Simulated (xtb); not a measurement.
xtb input (GFN2-xTB):

```bash
xtb mol.xyz --gfn 2 --ohess tight --chrg 1 --uhf 0
```
mol.xyz:
```
10

Si     1.43610955     0.33045142     0.41502235
Cl     1.46858900     2.32076242     0.60716203
Cl     2.73860369    -0.23620443    -0.97405752
O     -0.01239797    -0.15224149     0.00494704
Si    -1.52346191    -0.34965161    -0.58573263
H      1.72570995    -0.29105032     1.76168011
H     -2.20360245     0.89525464    -0.37592003
H     -2.07111324    -1.43838472     0.19220822
H     -1.35212249    -0.67670649    -2.00638636
H     -0.30458026    -0.36705426     0.99515644
```

End of the output:

```
         :::::::::::::::::::::::::::::::::::::::::::::::::::::
         ::                  THERMODYNAMIC                  ::
         :::::::::::::::::::::::::::::::::::::::::::::::::::::
         :: total free energy         -18.893434893696 Eh   ::
         ::.................................................::
         :: total energy              -18.907087824471 Eh   ::
         :: zero point energy           0.049118564168 Eh   ::
         :: G(RRHO) w/o ZPVE           -0.035465633393 Eh   ::
         :: G(RRHO) contrib.            0.013652930775 Eh   ::
         :::::::::::::::::::::::::::::::::::::::::::::::::::::
imag cut-off (cm-1) :    5.00
 found            1  significant imaginary frequency
 writing imag mode distorted coords to xtbhess.xyz
 for further optimization.

optimized geometry written to: xtbopt.xyz

           -------------------------------------------------
          | TOTAL ENERGY              -18.907087824471 Eh   |
          | TOTAL ENTHALPY            -18.847523276773 Eh   |
          | TOTAL FREE ENERGY         -18.893434893696 Eh   |
          | GRADIENT NORM               0.000445981234 Eh/α |
          | HOMO-LUMO GAP               5.322618855992 eV   |
           -------------------------------------------------

------------------------------------------------------------------------
------------------------------------------------------------------------
 total:
 SCF:
 ANC optimizer:
 analytical hessian:
```

It need not be the lowest isomer of its formula.
